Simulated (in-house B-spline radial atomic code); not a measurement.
## Cu: [Ar] 3d10 5p1 (an excited or competing configuration)

All numbers are computed (non-relativistic LC-wPBE, spin-polarised, spherical fractional occupations, exact exchange averaged over the configuration; point nucleus) with a B-spline radial code for spherical atoms, not measured.

Effective charges: Z_r = [3n² - l(l+1)]/(2<r>) from the radius, Z_e = n√(-2ε) from the energy, and Slater's rules. Values are occupation-weighted means over spin.

```csv
shell,electrons,ε (eV),<r> (bohr),Z_r,Z_e,Slater
1s,2,-8758.1,0.0529,28.36,25.37,28.70
2s,2,-1050.9,0.2386,25.15,17.58,24.85
2p,6,-922.46,0.2078,24.06,16.47,24.85
3s,2,-122.43,0.7238,18.65,9.00,17.75
3p,6,-82.48,0.7571,16.51,7.39,17.75
3d,10,-15.798,1.005,10.45,3.23,7.85
5p,1,-1.7064,11.95,3.06,1.77,1.00
```

The least bound orbital is 5p up at -1.706 eV, and it is also the most diffuse (<r> = 11.95 bohr).
